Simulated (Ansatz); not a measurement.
Start from `C#C[SiH](F)CF` and change one atom or group to get `FC[SiH2]F`.

Ansatz, PBE0-D4/def2-TZVP geometries, multiplicity 1. Each molecule was computed in one conformer, which needn't be the lowest.

| property | `C#C[SiH](F)CF` |
| --- | --- |
| zero-point energy (PBE0-D4/def2-TZVP) / kJ/mol | 160.5 |
| size of the dipole moment (ωB97M-V/def2-TZVPP) / D | 0.81 |
| HOMO energy (PBE/def2-TZVPP) / eV | -7.12 |
| LUMO energy (B3LYP/def2-TZVPP) / eV | -1.13 |
| HOMO–LUMO gap (PBE0/def2-TZVPP) / eV | 7.54 |
| size of the dipole moment (B3LYP/def2-TZVPP) / D | 0.78 |

Question: What does the change do to each property? (An estimate is asked.)

Answer: Computed: 
| property | `FC[SiH2]F` | shift |
| --- | --- | --- |
| zero-point energy (PBE0-D4/def2-TZVP) / kJ/mol | 130.3 | -30.2 |
| size of the dipole moment (ωB97M-V/def2-TZVPP) / D | 2.17 | 1.36 |
| HOMO energy (PBE/def2-TZVPP) / eV | -7.29 | -0.17 |
| LUMO energy (B3LYP/def2-TZVPP) / eV | -0.16 | 0.97 |
| HOMO–LUMO gap (PBE0/def2-TZVPP) / eV | 8.95 | 1.41 |
| size of the dipole moment (B3LYP/def2-TZVPP) / D | 2.20 | 1.42 |

With PBE0 the HOMO falls by 0.39 eV and the LUMO rises by 1.01 eV, so the gap widens by about 1.40 eV. PBE moves the HOMO by -0.17 eV and ωB97M-V by -0.46 eV. The zero-point energy changes by -30.2 kJ/mol with -6 modes. Dipoles are sizes alone; their direction can turn.

B3LYP here is the variant with VWN-RPA as its local correlation; programs differ in this.
